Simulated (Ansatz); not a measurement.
Ansatz (a program for electronic structure) input (B3LYP-D3(BJ)/def2-TZVP):

Ansatz 0.2 input:
```yaml
crystal:
  periodic: [false, false, false]
  atoms:
    - {symbol: Re, position_ang: [0.16955024, -0.05576642, -0.09119710]}
    - {symbol: O, position_ang: [1.56043390, -0.47586362, -0.88477782]}
    - {symbol: Br, position_ang: [1.06282756, -0.78921709, 2.09020638]}
    - {symbol: Br, position_ang: [-0.90653099, 0.72937468, -2.17045697]}
    - {symbol: Br, position_ang: [-1.68361785, -1.51603906, 0.24438196]}
    - {symbol: Br, position_ang: [-0.24848072, 2.08833212, 0.86699208]}
basis:
  gaussian:
    orbitals: def2-TZVP
hamiltonian:
  xc: b3lyp
  dispersion: d3bj
magnetization: {spin_polarized: true, initial_magnetization: 1}
relax: {f_tol: 0.002, max_steps: 150}
```

End of the output:

```
0.30 GiB of the device are held for the grids
2.03 GiB of device memory are held for the factors and their scratch space
mean field: 1.25 GiB planned
mean field evaluation 96: about -284372.4744 eV, gradient 4.3e-1 eV
mean field -284372.47591551 eV, -10450.4957353078 hartree, gradient 5.6e-5 eV, S^2 0.755379; 1 other end points of the search recorded, 0 dependent functions left out
the calculation of the forces begins
reference -284372.47620375 eV, -10450.4957459004 hartree; 82, 81 occupied and 181, 182 virtual orbitals, 1997 factors
Total energy: -284373.23189146 eV, -10450.5235169113 hartree
Atom 0 at     0.132174    -0.045269    -0.070410 Å, force    -0.000185     0.000472    -0.000051 eV/Å
Atom 1 at     1.530594    -0.465924    -0.866641 Å, force    -0.000166    -0.000001     0.000183 eV/Å
Atom 2 at     0.515792    -0.604453     2.288688 Å, force    -0.000046    -0.000124    -0.000343 eV/Å
Atom 3 at    -1.370210     0.850516    -1.792524 Å, force     0.000341    -0.000105     0.000350 eV/Å
Atom 4 at    -1.291447    -2.044120    -0.125180 Å, force     0.000131     0.000059     0.000103 eV/Å
Atom 5 at     0.437279     2.290071     0.621216 Å, force    -0.000075    -0.000301    -0.000242 eV/Å
Dipole moment:    -0.024508     0.007326     0.013957 e Å
```

The spin state was set by rule; other spins were not relaxed.
